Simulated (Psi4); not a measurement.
Complex: CH3Cl (SMILES CCl) (first 5 atoms) with CH2O (SMILES C=O); geometry from B3LYP-D3(BJ)/def2-TZVP, rigid monomers moved along the line of their centres of mass till H4···O7 is 4.22 Å.
(charge 0, multiplicity 1):
| atom | x (Å) | y (Å) | z (Å) |
|---|---|---|---|
| C | 0.9799 | 0.4851 | -0.2019 |
| Cl | 1.1656 | -1.2502 | 0.2343 |
| H | 0.1670 | 0.5643 | -0.9167 |
| H | 0.7555 | 1.0359 | 0.7065 |
| H | 1.9143 | 0.8208 | -0.6403 |
| C | 0.2318 | 0.1423 | 5.0340 |
| O | 0.0803 | 1.3229 | 4.8664 |
| H | -0.6112 | -0.5704 | 4.9819 |
| H | 1.2216 | -0.2961 | 5.2567 |

These are SAPT0/jun-cc-pV(D+d)Z (Psi4) values and carry that method's errors.

Which attractive term is largest, and how does the interaction split up?

electrostatics -34.2, exchange 0.3, induction -1.2, dispersion -5.2, total -40.3 meV; the largest attraction is electrostatics.
